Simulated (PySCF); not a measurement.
Compound: C5H7O2 (doublet state).
Structure used (GFN2-xTB), in Å, numbered top down from 1:
```
atom  x, y, z in Å
C1     2.311   -0.027   -0.377
C2     0.846    0.384   -0.296
O3     0.401    1.254   -1.025
C4     0.113   -0.405    0.643
C5    -1.321   -0.441    0.782
C6    -2.159    0.258   -0.245
O7    -1.786   -0.963    1.786
H8     2.808    0.298    0.535
H9     2.770    0.457   -1.234
H10    2.413   -1.105   -0.462
H11    0.666   -0.990    1.363
H12   -2.074   -0.267   -1.195
H13   -3.196    0.277    0.079
H14   -1.793    1.270   -0.405
```

The hyperfine couplings belong to this conformer and change with its torsions.

As a line formula: `CC(=O)[CH]C(C)=O` [radical].

Theory: PySCF, UKS B3LYP, pcH-1 on C H O, non-relativistic, mean-field spin-orbit, GIAO. One conformer (not necessarily the lowest) at the GFN2-xTB geometry, without solvent, vibrations or thermal averaging. A GFN2-xTB geometry isn't a minimum of the functional, and hyperfine couplings can be far from their values at a DFT geometry. The frame is twisted about the C2–C4 bond at this geometry (dihedral O3–C2–C4–C5 = 9°); couplings at other torsion angles weren't computed. The SCF solution wasn't tested for stability.

**Question.** What is the g tensor, term by term?

**Answer.** 
| Δg (ppt) | 1 | 2 | 3 |
| --- | --- | --- | --- |
| relativistic mass correction | -0.22 | -0.22 | -0.22 |
| gauge correction | -0.01 | 0.04 | 0.04 |
| orbital Zeeman/spin–orbit | 0.02 | 3.81 | 11.98 |
| total | -0.21 | 3.62 | 11.80 |

So g = 2.00211, 2.00594, 2.01412 and g_iso = 2.00739; the tensor is rhombic: the two nearest values differ by 32 % of g3 − g1. 

**Question.** What are the electron Larmor frequencies g μB B/h along the three axes at 330 mT?

**Answer.** 9.2473, 9.2650, 9.3027 GHz for g1, g2 and g3, a range of 55.5 MHz.

**Question.** What effective moment and Curie constant follow for a powder?

**Answer.** With the mean of g² = 4.0296 and S(S+1) = 0.75: μ_eff = √(⟨g²⟩S(S+1)) = 1.738 μB and χT = 0.12505·⟨g²⟩·S(S+1) = 0.378 cm³ K/mol (cgs; spin-Hamiltonian part alone).

**Question.** In a frozen sample, at which fields do the three g values resonate at 9.5, 34, 94 and 263 GHz (hyperfine left aside), and which band first spreads them over more than twice a line width of 1.0 mT?

**Answer.** 
| band | GHz | B(g3) mT | B(g2) mT | B(g1) mT | spread mT |
| --- | --- | --- | --- | --- | --- |
| X | 9.5 | 337.00 | 338.37 | 339.02 | 2.02 |
| Q | 34.0 | 1206.10 | 1211.01 | 1213.33 | 7.23 |
| W | 94.0 | 3334.50 | 3348.10 | 3354.50 | 20.00 |
| J | 263.0 | 9329.51 | 9367.54 | 9385.47 | 55.96 |

The spread grows in proportion to the frequency. X band is the first where it exceeds 2.0 mT.

The Mulliken spin populations are largest on C4 (+0.78), O7 (+0.26), O3 (+0.23) and C5 (-0.13). Three atoms exceed +0.15. The positive populations add up to 1.28 and the negative ones to -0.28, together 2S = 1. The angles at C4 add up to 359.9°, so it is planar; its axial dipolar tensor and the negative coupling of its proton fit spin in a p orbital normal to that plane.

The HOMO–LUMO gaps are 6.07 eV among the α and 2.61 eV among the β orbitals.
